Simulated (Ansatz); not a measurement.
Basis-set extrapolation for C2H9ClSi2, SMILES `C[SiH2]C[SiH2]Cl` (PBE0-D4/def2-TZVP geometry, frozen core, Ansatz). Multiplicity 1, RHF reference.

|  | def2-TZVPP | def2-QZVPP |
| --- | --- | --- |
| HF | -1118.486310 | -1118.521100 |
| MP2 correlation | -0.795723 | -0.856371 |
| CCSD(T) correlation | -0.903533 | not run |

Energies in hartree. Use E(X) = E(∞) + A·exp(−7.88·√X) for Hartree–Fock and E(X) = E(∞) + B·X^(−2.97) for correlation, with X = 3 and 4, and add CCSD(T) minus MP2 of the smaller set to the MP2 limit.

Problem. What is the CCSD(T) energy at the basis-set limit?

Solution. HF limit: -1118.521100 + (-0.034790) × 0.13774 = -1118.52589. MP2 limit: -0.856371 + (-0.060648) × 0.74074 = -0.90130. Higher-order term: -0.903533 − (-0.795723) = -0.10781. Total: -1119.53500 hartree, 91.1 kcal/mol below CCSD(T)/def2-TZVPP.
